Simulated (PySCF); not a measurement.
`C1C(=O)[C@H](F)[C@H]1CF`, C$_{5}$H$_{6}$F$_{2}$O

Cartesian coordinates in Å; atom numbers follow the order of the lines, from 1:
```xyz
14

O    -2.7006    0.3408   -1.0435
C    -1.6031    0.2141   -0.6017
C    -0.5318    1.1700   -0.1200
C     0.1783   -0.0178    0.5644
C     1.6665   -0.1699    0.3042
F     1.9195   -0.1094   -1.0450
C    -0.7473   -0.9918   -0.1975
F    -1.3405   -1.9726    0.5459
H    -0.8800    1.9800    0.5162
H     0.0414    1.5872   -0.9471
H    -0.0075   -0.0602    1.6377
H     2.2359    0.6420    0.7683
H     2.0360   -1.1396    0.6527
H    -0.2674   -1.4731   -1.0569
```

Level of theory: TDDFT CAM-B3LYP/aug-cc-pVDZ circular dichroism and optical rotation, one conformer, gas phase (PySCF 2.14.0). Geometry: GFN2-xTB.

The molecule is flexible and this is one conformer; a measurement averages over conformers.

Stereocentres: C4 R, C7 R.

(1) What is the specific rotation at 633, 589.3, 546, 436, 405, 365, 355 nm?

Results:

(1) [α] in deg dm⁻¹ (g/mL)⁻¹:
```
λ (nm)  origin-invariant length gauge  modified velocity gauge  length gauge (centre of mass)  isotropic polarisability (au)
   633                          +92.2                    +79.5                          +92.2                           62.2
 589.3                         +110.6                    +95.0                         +110.5                           62.3
   546                         +135.4                   +115.8                         +135.4                           62.6
   436                         +271.1                   +226.5                         +271.0                           63.4
   405                         +361.0                   +297.9                         +361.0                           63.9
   365                         +609.5                   +490.2                         +609.5                           64.6
   355                         +733.5                   +584.5                         +733.6                           64.8
```

The shortest wavelength is close to the first absorption, where this undamped response comes out too large.

Question: And for the mirror image at 589.3 nm?

Answer: -110.6 deg dm⁻¹ (g/mL)⁻¹ (origin-invariant length gauge): the same size and the opposite sign.

Question: What is the molar rotation [Φ] = [α]·M/100 of the geometry above at 589.3 nm?

Answer: With M = 120.10 g/mol, +132.8 deg cm² dmol⁻¹ (origin-invariant length gauge).

The first excitation lies at 4.02 eV (308 nm) with R = +1.9 × 10⁻⁴⁰ esu² cm² (velocity form).
